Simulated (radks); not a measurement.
Polarisability of the krypton ion Kr2+, [Ar] 3d10 4s2 4p4, at imaginary frequency. Calculated with a radial shooting solver on a logarithmic mesh with Libxc functionals: non-relativistic Kohn-Sham, LB94 model potential, spin-polarised, spherical densities, point nucleus; open shells are filled with parallel spins first. Response by self-consistent Sternheimer equations with the Hartree and adiabatic LDA kernel.

w (hartree),alpha1(iw) (bohr^3)
0.00266,7.480
0.0143,7.478
0.0360,7.466
0.0697,7.428
0.118,7.332
0.186,7.124
0.280,6.720
0.413,6.016
0.605,4.949
0.892,3.603
1.35,2.260
2.12,1.214
3.59,0.5680
6.94,0.2263
17.5,0.05809

Static values: alpha1 = 7.480 bohr^3 (1.108 angstrom^3; uncoupled 11.86). C6 = 36.89, triple-dipole C9 = 201.2 atomic units. One-pole (London) frequency 4 C6 / (3 alpha1^2) = 0.879 hartree, against 1.358 for minus the highest occupied eigenvalue.
